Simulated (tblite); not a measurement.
Input of a run (GFN2-xTB geometry optimisation, gas phase (tblite 0.8.0)), started from a force field or distance geometry:
```
{"job": {"kind": "relax", "xc": "GFN2-xTB", "basis": "xTB"}, "charge": 0, "multiplicity": 1}
C      3.259000     0.211000     0.003900
C      2.082000    -0.255600    -0.855900
C      0.876000    -0.124400     0.074800
C     -0.406600    -0.541000    -0.610000
C     -1.531700    -0.372900     0.391100
C     -2.838000    -0.794100    -0.263300
Si    -1.617600     1.433100     0.913400
Cl    -1.179100    -1.377600     1.807800
H      3.423600    -0.560500     0.788500
H      2.902000     1.114900     0.547000
H      4.148800     0.461600    -0.576000
H      1.992600     0.373100    -1.750300
H      2.248300    -1.324400    -1.091700
H      0.782400     0.966400     0.312300
H      1.053100    -0.664000     1.030100
H     -0.552200     0.070200    -1.500400
H     -0.337700    -1.604500    -0.982400
H     -2.955500    -1.905900    -0.246700
H     -3.636200    -0.355600     0.347900
H     -2.888400    -0.423400    -1.283300
H     -2.821000     1.675000     1.704900
H     -0.456300     1.706400     1.767100
H     -1.552100     2.319200    -0.245800
```

Output (eV, eV/Å):
```
step      E/eV     max force
  0    -728.37807    1.402
  1    -728.53513    0.698
  2    -728.61080    0.433
  3    -728.64595    0.413
  4    -728.68085    0.401
  5    -728.71223    0.453
  6    -728.74179    0.431
  7    -728.76398    0.350
  8    -728.78303    0.319
  9    -728.79919    0.267
 10    -728.81229    0.280
 11    -728.82254    0.203
 12    -728.83065    0.191
 13    -728.83808    0.177
 14    -728.84557    0.175
 15    -728.85185    0.172
 16    -728.85669    0.145
 17    -728.86135    0.139
 18    -728.86706    0.174
 19    -728.87456    0.218
 20    -728.88322    0.246
 21    -728.89144    0.216
 22    -728.89877    0.187
 23    -728.90574    0.186
 24    -728.91251    0.182
 25    -728.91870    0.183
 26    -728.92366    0.145
 27    -728.92758    0.132
 28    -728.93114    0.146
 29    -728.93435    0.176
 30    -728.93704    0.142
 31    -728.93922    0.104
 32    -728.94103    0.095
 33    -728.94288    0.117
 34    -728.94506    0.127
 35    -728.94747    0.106
 36    -728.94985    0.104
 37    -728.95187    0.123
 38    -728.95338    0.105
 39    -728.95452    0.070
 40    -728.95548    0.071
 41    -728.95640    0.092
 42    -728.95722    0.079
 43    -728.95778    0.040
 44    -728.95811    0.041
 45    -728.95835    0.053
 46    -728.95861    0.057
 47    -728.95888    0.031
 48    -728.95910    0.023
 49    -728.95924    0.034
 50    -728.95942    0.040
 51    -728.95960    0.034
 52    -728.95977    0.031
 53    -728.95989    0.021
 54    -728.95997    0.021
 55    -728.96005    0.019
 56    -728.96015    0.025
 57    -728.96026    0.024
 58    -728.96035    0.020
 59    -728.96042    0.019
 60    -728.96050    0.017
 61    -728.96058    0.018
 62    -728.96065    0.025
 63    -728.96071    0.024
 64    -728.96077    0.018
 65    -728.96084    0.022
 66    -728.96094    0.029
 67    -728.96105    0.034
 68    -728.96115    0.034
 69    -728.96123    0.022
 70    -728.96131    0.030
 71    -728.96140    0.035
 72    -728.96151    0.025
 73    -728.96159    0.024
 74    -728.96168    0.023
 75    -728.96177    0.036
 76    -728.96189    0.039
 77    -728.96200    0.025
 78    -728.96211    0.022
 79    -728.96221    0.025
 80    -728.96231    0.035
 81    -728.96239    0.028
 82    -728.96244    0.013
 83    -728.96248    0.015
 84    -728.96252    0.018
 85    -728.96256    0.020
 86    -728.96260    0.012
 87    -728.96262    0.012
 88    -728.96265    0.013
 89    -728.96269    0.022
 90    -728.96273    0.023
 91    -728.96278    0.015
 92    -728.96282    0.016
 93    -728.96287    0.015
 94    -728.96292    0.018
 95    -728.96296    0.016
 96    -728.96300    0.016
 97    -728.96305    0.014
 98    -728.96310    0.021
 99    -728.96317    0.024
100    -728.96326    0.023
101    -728.96337    0.023
102    -728.96347    0.022
103    -728.96354    0.020
104    -728.96360    0.017
105    -728.96367    0.022
106    -728.96374    0.025
107    -728.96380    0.017
108    -728.96383    0.011
109    -728.96385    0.009
```

Problem. Summarise the run.

Solution. The energy falls by 0.586 eV over 109 L-BFGS steps, the largest force on an atom goes from 1.40 to 0.009 eV/Å, and the atoms move by 0.320 Å rms after alignment. The bond that changes most is C5–Cl8 (sp3 C–Cl carbon to alkyl chlorine), which lengthens by 0.041 Å. Bonds longer at the end by more than 0.005 Å: 4 of 22; shorter: 10. Among the angles that change most is C1–C2–C3, from 103.8° to 111.7°. Among the dihedrals that turn most is C4–C5–C6–H18, from 81° to 54°. The energy never rose by more than 1e-5 eV on the way. The first step brought 27 % of the lowering.

Problem. What are the final bond lengths?

Solution. C1–C2 1.524 Å, C2–C3 1.527 Å, C3–C4 1.525 Å, C4–C5 1.523 Å, C5–C6 1.521 Å, C5–Si7 1.921 Å, C5–Cl8 1.813 Å, C1–H9 1.088 Å, C1–H10 1.088 Å, C1–H11 1.088 Å, C2–H12 1.093 Å, C2–H13 1.092 Å, C3–H14 1.093 Å, C3–H15 1.092 Å, C4–H16 1.094 Å, C4–H17 1.095 Å, C6–H18 1.090 Å, C6–H19 1.088 Å, C6–H20 1.089 Å, Si7–H21 1.461 Å, Si7–H22 1.458 Å, Si7–H23 1.465 Å. Numbering counts from 1 in the input's order; the species is `C(CCC)[C@](C)([SiH3])Cl`.

Time: 1.9 s. Hardware: one thread of an Arm Neoverse N1, no GPU (shared host).

Its GFN2-xTB frequencies are all real (lowest 56 cm⁻¹). The numbers are those of one conformer.

All values are computed, not measured.
